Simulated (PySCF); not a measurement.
The isolated species SiHMe2(NMeEt) (`CCN(C)[SiH](C)C`) is ionised with Al Kα (hν = 1486.6 eV). Calculated photoelectron kinetic energies of its computed core levels, recoil neglected:

```
line  kinetic energy (eV)
   1              1380.52
   2              1379.90
   3              1196.71
   4              1196.27
   5              1195.43
   6              1195.35
   7              1082.84
```

Computed with PySCF 2.14.0, delta-SCF UKS SCAN, pcX-2 on the ionised atom, pcseg-1 elsewhere, spin-free X2C.

Problem. Which element, shell and site does each line come from? Bonds: Si1–C3, Si1–C7, Si1–N11, N11–C12, N11–C13, C13–C14. Hydrogens: H2 on Si1; H4, H5, H6 on C3; H8, H9, H10 on C7; H15, H16, H17 on C12; H18, H19 on C13; H20, H21, H22 on C14.

Solution. Against the vacuum level, binding energy = hν − kinetic energy.

```json
{"line": "1", "binding energy (eV)": "106.08", "level": "Si 2p3/2", "atoms": "Si1", "environment": "silicon bonded to 2 C, N and H"}
{"line": "2", "binding energy (eV)": "106.70", "level": "Si 2p1/2", "atoms": "Si1", "environment": "silicon bonded to 2 C, N and H"}
{"line": "3", "binding energy (eV)": "289.89", "level": "C 1s", "atoms": "C3/C7", "environment": "carbon bonded to Si and 3 H"}
{"line": "4", "binding energy (eV)": "290.33", "level": "C 1s", "atoms": "C14", "environment": "carbon bonded to C and 3 H"}
{"line": "5", "binding energy (eV)": "291.17", "level": "C 1s", "atoms": "C13", "environment": "carbon bonded to C, N and 2 H"}
{"line": "6", "binding energy (eV)": "291.25", "level": "C 1s", "atoms": "C12", "environment": "carbon bonded to N and 3 H"}
{"line": "7", "binding energy (eV)": "403.76", "level": "N 1s", "atoms": "N11", "environment": "nitrogen bonded to 2 C and Si"}
```

Out of reach at this photon energy: Si 1s (1846.0 eV).

Problem. Where does line 3 move with hν = 1000.0 eV?

Solution. To 1000.0 − 289.89 = 710.11 eV; every photoline shifts by the change in photon energy, -486.6 eV.

The listed C 1s values span 1.36 eV, from C3/C7 (bonded to 3 H and Si) to C12 (bonded to N and 3 H).

Problem. Which effective nuclear charge Zeff reproduces each element's mean 1s value in the hydrogen-like formula E = 13.606 eV × Zeff²?

Solution. C (Z = 6): mean 290.5 eV, Zeff = 4.62, Z − Zeff = 1.38; N (Z = 7): mean 403.8 eV, Zeff = 5.45, Z − Zeff = 1.55. Means run over the listed sites, weighted by atom count.

Other core shells, valence and Auger electrons aren't listed. One atom of each set of topologically equivalent atoms was ionised and stands for the set; in this conformer not all members are related by symmetry, and their own values weren't computed. Spin–orbit and ligand-field terms were added within each 2p shell after the spin-free SCF. 2p1/2 minus 2p3/2 (ligand field included): Si 0.62 eV. Geometry: PBE0-D3(BJ)/def2-SVP, one conformer, isolated molecule.

On Intel Xeon Platinum 8488C, 2 threads, no GPU, on a shared host, this took 63 s wall, 2.8 min CPU and 0.95 GiB of memory at its peak.
